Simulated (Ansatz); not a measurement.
Relaxation of AlF3H3N (8 atoms, charge 0, multiplicity 1), to a largest force component of 0.03 eV/Å in at most 50 steps.

All numbers below come from RKS PBE0/def2-SVPD (Ansatz).

```xyz
8
Properties=species:S:1:pos:R:3:forces:R:3
Al 0.021 -0.195 0.175 -0.09 0.31 1.75
N 0.002 -0.097 2.037 -0.01 0.16 -1.70
H -0.796 -0.449 2.554 0.01 0.03 0.02
H 0.854 -0.215 2.571 0.02 -0.03 0.01
F 1.465 -0.163 -0.640 0.07 0.02 -0.03
F -1.410 -0.436 -0.630 -0.04 -0.01 -0.03
F -0.312 2.586 0.852 0.03 -0.09 -0.30
H -0.242 2.105 1.643 0.02 -0.39 0.29
```

Problem. Where does it end, and by what steps?

Solution. It converged. After 11 steps the energy has fallen by 2.324 eV; H8 moved furthest, 1.31 Å. Parted: F7–H8 (0.93 → 2.75 Å). Joined: Al1–F7 (2.88 → 1.68 Å), N2–H8 (2.25 → 1.02 Å).

```csv
step,energy less start (eV),largest force component (eV/Å),accepted
0,0.0000,1.747,yes
1,-0.2035,0.662,yes
2,-0.3924,0.878,yes
3,-0.5721,0.575,yes
4,-0.6387,2.228,yes
5,-1.1893,1.723,yes
6,-1.5220,4.654,yes
7,-2.0258,2.376,yes
8,-2.2211,1.186,yes
9,-2.2835,1.234,yes
10,-2.3228,0.168,yes
11,-2.3239,0.004,yes
```

```xyz
8
Properties=species:S:1:pos:R:3
Al -0.072 0.529 0.057
N -0.033 0.260 2.036
H -0.817 -0.316 2.342
H 0.829 -0.201 2.326
F 1.446 -0.064 -0.358
F -1.397 -0.421 -0.351
F -0.281 2.195 -0.014
H -0.091 1.154 2.524
```

Time of the run: 14 s on 4 threads of Intel(R) Xeon(R) 6975P-C (Granite Rapids), with other jobs on the host, peak memory 0.34 GiB.
